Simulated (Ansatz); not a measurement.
`CB(O)SCO` + `C[CH2][AlH2]` → `C[CH]([AlH2])CO` + `CB(O)S`  (formal exchange of groups at a C–S bond)

Gas-phase electronic energies from Ansatz, PBE0-D4/def2-TZVP geometries. CBS: MP2 limit from def2 TZ/QZ plus the TZ coupled-cluster correction, frozen cores. Each species was taken in one conformer, which may not be the lowest.

| species | HF/def2-QZVPP energy (Eh) |
| --- | --- |
| `CB(O)SCO` | -651.97640 |
| `C[CH2][AlH2]` | -321.75805 |
| `C[CH]([AlH2])CO` | -435.69494 |
| `CB(O)S` | -538.04342 |

Q: Work out ΔE.

A: ΔE = (-435.69494) + (-538.04342) − (-651.97640) − (-321.75805) = -0.00391 Eh = -0.11 eV. CCSD(T)/CBS gives -0.07 eV.

Largest T1 diagnostic among the species: 0.012.

From PBE to PBE0 (25 % exact exchange), in def2-TZVPP and without D4, ΔE moves by −0.04 eV.
